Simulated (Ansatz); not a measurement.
Steps of a relaxation of `NBC1BC1` with RKS PBE-D4/def2-SVP.

```sh
$ ansatz run in.yaml --threads 4 --pin off --events-out ev --progress --plain --max-ram 10444MiB
```

```yaml
crystal:
  periodic: [false, false, false]
  atoms:
    - {symbol: N, position_ang: [-1.905100, -1.063100, 0.417700]}
    - {symbol: B, position_ang: [-0.559200, -1.071500, -0.193400]}
    - {symbol: C, position_ang: [0.554200, -0.097100, 0.336700]}
    - {symbol: B, position_ang: [1.708400, 0.378400, -0.786500]}
    - {symbol: C, position_ang: [0.496200, 1.288400, -0.130700]}
    - {symbol: H, position_ang: [-2.327500, -0.041500, 0.236200]}
    - {symbol: H, position_ang: [-1.825800, -1.131200, 1.443200]}
    - {symbol: H, position_ang: [-0.248300, -1.901600, -0.975000]}
    - {symbol: H, position_ang: [1.018900, -0.227700, 1.406300]}
    - {symbol: H, position_ang: [2.544200, 0.183100, -1.491400]}
    - {symbol: H, position_ang: [-0.320200, 1.559100, -0.812800]}
    - {symbol: H, position_ang: [0.941200, 2.069600, 0.583700]}
basis:
  gaussian: {orbitals: def2-SVP}
hamiltonian: {xc: pbe, dispersion: d4}
relax: {f_tol: 0.03, max_steps: 200}
```

Positions (Å) and forces (eV/Å) along the path, 11 of 19 steps:

```xyz
12
step=1 energy=-5017.1408 eV
N    -1.905   -1.063    0.418   -1.264    2.002   -1.159
B    -0.559   -1.071   -0.193    0.042    0.059    1.873
C     0.554   -0.097    0.337    3.207   -1.507    0.312
B     1.708    0.378   -0.786   -5.269    0.713    4.089
C     0.496    1.288   -0.131    2.493    1.700   -0.785
H    -2.328   -0.042    0.236    0.958   -2.376    0.635
H    -1.826   -1.131    1.443    0.065    0.326    0.057
H    -0.248   -1.902   -0.975   -0.151   -0.597   -0.973
H     1.019   -0.228    1.406   -1.014   -0.156   -1.467
H     2.544    0.183   -1.491    2.120   -0.421   -1.708
H    -0.320    1.559   -0.813   -0.221    0.649    0.057
H     0.941    2.070    0.584   -0.965   -0.392   -0.930
12
step=2 energy=-5017.8953 eV
N    -1.910   -1.059    0.413    0.170    0.398    0.251
B    -0.497   -1.185   -0.050   -0.723    1.002   -1.302
C     0.630   -0.134    0.341    1.550   -1.059    0.085
B     1.665    0.388   -0.756   -2.265    0.093    1.889
C     0.517    1.299   -0.140    1.006    0.614   -0.511
H    -2.227   -0.069    0.188    0.363   -1.001    0.164
H    -1.912   -1.050    1.451   -0.048    0.169   -0.078
H    -0.328   -1.888   -1.066    0.048   -0.133    0.598
H     1.045   -0.265    1.380   -0.235    0.054   -0.382
H     2.557    0.209   -1.498    0.574   -0.074   -0.472
H    -0.335    1.592   -0.781   -0.067    0.155    0.050
H     0.872    2.106    0.551   -0.374   -0.217   -0.293
12
step=5 energy=-5018.7181 eV
N    -1.821   -1.134    0.604    1.354    1.236   -0.361
B    -0.545   -1.080   -0.167   -0.911   -0.341    0.644
C     0.667   -0.189    0.302    0.112   -0.177    0.212
B     1.677    0.378   -0.689    0.051   -0.026   -0.014
C     0.587    1.320   -0.148   -0.001    0.035   -0.053
H    -2.505   -0.560    0.060   -0.092   -0.897    0.258
H    -1.686   -0.619    1.505   -0.260   -0.160   -0.536
H    -0.469   -1.777   -1.173   -0.269    0.364   -0.177
H     0.964   -0.349    1.359   -0.016    0.049    0.000
H     2.616    0.211   -1.427    0.012    0.009    0.034
H    -0.256    1.647   -0.786    0.012   -0.049   -0.024
H     0.849    2.097    0.595    0.010   -0.044    0.018
12
step=6 energy=-5019.0205 eV
N    -1.766   -1.107    0.631    0.718    1.178   -0.530
B    -0.547   -1.045   -0.171   -0.752   -0.324    0.554
C     0.688   -0.201    0.308    0.239    0.007    0.118
B     1.707    0.373   -0.679   -0.195   -0.027    0.125
C     0.600    1.310   -0.156    0.109   -0.053   -0.029
H    -2.570   -0.749    0.077    0.085   -0.855    0.382
H    -1.698   -0.535    1.496   -0.167   -0.198   -0.360
H    -0.552   -1.674   -1.220   -0.164    0.317   -0.192
H     0.961   -0.357    1.373    0.004    0.072   -0.061
H     2.652    0.215   -1.407    0.082   -0.008    0.011
H    -0.241    1.623   -0.805    0.021   -0.064   -0.014
H     0.842    2.093    0.588    0.021   -0.046   -0.004
12
step=7 energy=-5019.2513 eV
N    -1.715   -1.055    0.637   -1.116    0.672   -0.926
B    -0.553   -1.016   -0.171    0.009   -0.168   -0.033
C     0.705   -0.208    0.315    0.148    0.079    0.020
B     1.723    0.364   -0.673   -0.154   -0.016    0.128
C     0.612    1.299   -0.160    0.118   -0.022   -0.002
H    -2.622   -0.938    0.105    0.957   -0.699    0.857
H    -1.718   -0.469    1.476   -0.083   -0.004    0.084
H    -0.614   -1.578   -1.258   -0.065    0.241   -0.042
H     0.966   -0.351    1.384    0.038    0.022   -0.046
H     2.676    0.212   -1.391    0.096   -0.025    0.000
H    -0.231    1.599   -0.812    0.023   -0.054   -0.001
H     0.847    2.086    0.582    0.032   -0.026   -0.038
12
step=10 energy=-5019.5312 eV
N    -1.750   -1.035    0.624   -1.300   -0.340    0.206
B    -0.647   -0.873   -0.225    0.118   -0.055   -0.035
C     0.639   -0.112    0.280   -0.046    0.094    0.090
B     1.778    0.336   -0.639   -0.214    0.010   -0.159
C     0.725    1.382   -0.232   -0.076   -0.083   -0.075
H    -2.659   -1.478    0.330    1.169    0.508    0.277
H    -1.808   -0.636    1.577    0.135   -0.252   -0.457
H    -0.745   -1.310   -1.363   -0.055    0.079    0.006
H     0.856   -0.270    1.355    0.034    0.026    0.012
H     2.781    0.073   -1.261   -0.001    0.005    0.132
H    -0.091    1.703   -0.915    0.265    0.022    0.073
H     0.998    2.165    0.502   -0.027   -0.016   -0.070
12
step=12 energy=-5019.6552 eV
N    -1.746   -1.164    0.660   -0.254   -0.111    0.135
B    -0.725   -0.758   -0.215    0.069   -0.057   -0.039
C     0.558   -0.020    0.306   -0.091    0.086    0.062
B     1.757    0.288   -0.605    0.008   -0.117    0.003
C     0.776    1.419   -0.303    0.044    0.041   -0.154
H    -2.602   -1.637    0.342    0.295    0.175    0.105
H    -1.737   -0.972    1.671    0.032   -0.120   -0.292
H    -0.884   -0.985   -1.410   -0.051    0.088    0.087
H     0.752   -0.125    1.393    0.014    0.015   -0.024
H     2.785   -0.094   -1.116   -0.066    0.018    0.070
H     0.042    1.759   -1.058    0.042    0.000    0.064
H     1.101    2.235    0.370   -0.043   -0.017   -0.016
12
step=15 energy=-5019.7276 eV
N    -1.663   -1.367    0.665   -0.265   -0.101   -0.612
B    -0.816   -0.578   -0.133    0.080    0.133    0.042
C     0.423    0.210    0.388    0.076    0.106    0.176
B     1.665    0.201   -0.525    0.028   -0.181   -0.080
C     0.867    1.495   -0.420    0.004   -0.092    0.077
H    -2.448   -1.876    0.252    0.088    0.068   -0.006
H    -1.620   -1.501    1.664    0.241    0.047    0.529
H    -1.079   -0.520   -1.322   -0.090   -0.030   -0.099
H     0.629    0.153    1.480   -0.026    0.105   -0.104
H     2.617   -0.441   -0.907   -0.053    0.119    0.037
H     0.171    1.817   -1.216    0.053   -0.004    0.037
H     1.332    2.354    0.110   -0.135   -0.171    0.002
12
step=16 energy=-5019.7530 eV
N    -1.653   -1.369    0.648    0.066    0.021    0.086
B    -0.836   -0.554   -0.155   -0.099   -0.082   -0.064
C     0.404    0.218    0.384   -0.072    0.003    0.007
B     1.657    0.174   -0.511    0.067    0.040    0.029
C     0.873    1.479   -0.420    0.054   -0.035    0.033
H    -2.448   -1.889    0.276    0.032    0.016    0.031
H    -1.504   -1.501    1.650   -0.037   -0.023   -0.040
H    -1.139   -0.489   -1.338    0.034    0.052   -0.013
H     0.582    0.193    1.478   -0.012    0.007   -0.030
H     2.617   -0.454   -0.882   -0.004   -0.008   -0.007
H     0.214    1.812   -1.238   -0.059    0.018   -0.025
H     1.310    2.326    0.141    0.030   -0.010   -0.008
12
step=17 energy=-5019.7557 eV
N    -1.643   -1.379    0.649    0.031    0.025   -0.025
B    -0.849   -0.551   -0.163   -0.006   -0.001    0.056
C     0.388    0.228    0.379    0.016   -0.008    0.012
B     1.656    0.171   -0.499   -0.023   -0.003   -0.034
C     0.879    1.480   -0.423    0.000    0.008   -0.004
H    -2.439   -1.905    0.289    0.004   -0.002    0.004
H    -1.481   -1.516    1.647   -0.003   -0.011    0.006
H    -1.155   -0.465   -1.343   -0.015    0.000   -0.029
H     0.558    0.206    1.474   -0.016   -0.001   -0.005
H     2.609   -0.467   -0.868    0.011   -0.006    0.018
H     0.223    1.820   -1.243    0.008    0.007   -0.010
H     1.329    2.322    0.135   -0.008   -0.008    0.010
12
step=19 energy=-5019.7563 eV
N    -1.638   -1.383    0.649   -0.004   -0.001   -0.006
B    -0.856   -0.544   -0.163    0.012   -0.004   -0.002
C     0.382    0.233    0.375    0.009    0.004    0.001
B     1.653    0.168   -0.498   -0.005   -0.002    0.000
C     0.883    1.482   -0.427    0.006    0.011    0.014
H    -2.432   -1.913    0.291    0.000    0.001    0.002
H    -1.466   -1.528    1.644    0.001   -0.006    0.011
H    -1.172   -0.453   -1.341   -0.008    0.005   -0.006
H     0.549    0.213    1.471   -0.006    0.000   -0.007
H     2.607   -0.477   -0.853   -0.001   -0.001    0.004
H     0.234    1.827   -1.250    0.000   -0.001   -0.004
H     1.334    2.320    0.135   -0.002   -0.005   -0.008
```

Run time 17 s (4 threads of an Arm Neoverse V2 on a shared host); peak host memory 0.14 GiB.
